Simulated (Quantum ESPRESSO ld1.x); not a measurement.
Q: The mean radii <r> (bohr) of the occupied orbitals of an atom or ion are listed with their occupations. All-electron calculation, Dirac Kohn-Sham, LDA (Slater exchange, Perdew-Zunger correlation), spin-unpolarised, spherical densities, point nucleus. Program: ld1.x of Quantum ESPRESSO 7.5.

| orbital | occ. | <r> |
|---|---|---|
| 1s1/2 | 2 | 0.01867 |
| 2s1/2 | 2 | 0.07836 |
| 2p1/2 | 2 | 0.06488 |
| 2p3/2 | 4 | 0.07271 |
| 3s1/2 | 2 | 0.2028 |
| 3p1/2 | 2 | 0.1926 |
| 3p3/2 | 4 | 0.2066 |
| 3d3/2 | 4 | 0.1806 |
| 3d5/2 | 6 | 0.1848 |
| 4s1/2 | 2 | 0.4184 |
| 4p1/2 | 2 | 0.4163 |
| 4p3/2 | 4 | 0.4381 |
| 4d3/2 | 1.2 | 0.4292 |
| 4d5/2 | 1.8 | 0.4354 |

Name the element and its charge. Open shells, if any, are shared by 2j + 1.

A: Z = 73, tantalum, charge +34: Ta34+ in [Kr] 4d3. The 1s radius gives Z: for a bare nucleus <r> = (2 gamma + 1)/(2Z) with gamma = sqrt(1 - (Z/c)^2), 0.01844 bohr for Z = 73, and screening makes it slightly larger (0.01867 here). The occupations add up to 39, and the charge is Z minus that.
